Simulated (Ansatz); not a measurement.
Computed with Ansatz on PBE0-D4/def2-TZVP structures; ΔE is electronic, products minus reactants. CCSD(T)/CBS adds triple-zeta CCSD(T) − MP2 to the extrapolated MP2 energy (def2 sets, frozen cores). DFT in def2-TZVPP. B3LYP here is the variant with VWN-RPA as its local correlation; programs differ in this. Each species was taken in one conformer, which may not be the lowest.

Reaction (formal exchange of groups at a C–Si bond): `C[SiH]1N=C[SiH2]O1` + `C=C(O)Cl` → `C/C=C(\O)Cl` + `C1=N[SiH2]O[SiH2]1`

(1) Is it downhill or uphill in electronic energy at CCSD(T)/CBS, and by how much? (An estimate is asked.)

(2) What do these levels give: PBE-D4, PBE0-D4, ωB97X-V, ωB97M-V, B2PLYP, PBE0, B3LYP, HF/def2-TZVPP, MP2/def2-TZVPP, CCSD(T)/def2-TZVPP, HF/CBS(def2), MP2/CBS(def2)? (An estimate is asked.)

Largest T1 diagnostic among the species: 0.014.

Answers

(1) The calculation gave: Uphill: ΔE = +9.9 kcal/mol.

(2) Computed: PBE-D4 9.9, PBE0-D4 10.1, ωB97X-V 9.9, ωB97M-V 10.7, B2PLYP 9.9, PBE0 9.8, B3LYP 9.5, HF/def2-TZVPP 9.4, MP2/def2-TZVPP 10.2, CCSD(T)/def2-TZVPP 9.9, HF/CBS(def2) 9.3, MP2/CBS(def2) 10.2 kcal/mol.
